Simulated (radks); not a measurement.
Neutral strontium inside a hard spherical wall (all orbitals vanish at R), configuration held at [Kr] 5s2 and not refilled when levels cross. Calculated with a radial shooting solver on a logarithmic mesh with Libxc functionals: scalar-relativistic Kohn-Sham, LDA (Slater exchange, Perdew-Wang correlation), spin-unpolarised, spherical densities, finite nucleus; Fermi nuclear charge, rms radius 4.224 fm. Eigenvalues in eV, with the zero of energy where the potential of the charges vanishes at infinity; a dash marks a level that is unbound or too diffuse for the functional's potential to be trusted. A positive occupied level is held by the wall or, in an anion where self-interaction has pushed it up, behind a barrier. The pressure on the wall is -dE/dV.

| R (bohr) | E (hartree) | kinetic (hartree) | e(3d) | e(4s) | e(4p) | e(5s) | e(4d, empty) | e(5p, empty) | pressure (GPa) |
|---|---|---|---|---|---|---|---|---|---|
| free | -3175.78454 | 3255.600 | -128.23 | -40.918 | -22.860 | -3.641 | -1.402 | -1.319 | 0 |
| 12 | -3175.78407 | 3255.605 | -128.18 | -40.873 | -22.816 | -3.609 | -1.358 | -1.216 | 0.00753 |
| 10 | -3175.78131 | 3255.627 | -128.01 | -40.709 | -22.656 | -3.480 | -1.206 | -0.945 | 0.0711 |
| 8 | -3175.76413 | 3255.727 | -127.39 | -40.114 | -22.076 | -2.933 | -0.652 | 0.012 | 0.676 |
| 4 | -3174.85430 | 3258.993 | -118.81 | -32.914 | -15.175 | 12.333 | 8.234 | 20.914 | 158 |
| 3.5 | -3174.06853 | 3261.715 | -114.02 | -29.393 | -11.618 | 23.083 | 13.269 | 34.029 | 426 |
| 3 | -3172.35469 | 3267.454 | -105.49 | -23.202 | -4.996 | 43.864 | 22.462 | 58.035 | 1320 |
| 2.5 | -3168.21068 | 3280.351 | -90.081 | -11.052 | 8.667 | 87.047 | 40.755 | 105.47 | 4820 |
| 2 | -3156.84166 | 3312.353 | -62.027 | 17.387 | 41.090 | 185.88 | 81.540 | 209.46 | 22000 |
| 1.5 | -3118.90477 | 3410.020 | -4.457 | 106.03 | 138.60 | 453.07 | 191.09 | 479.43 | 146000 |
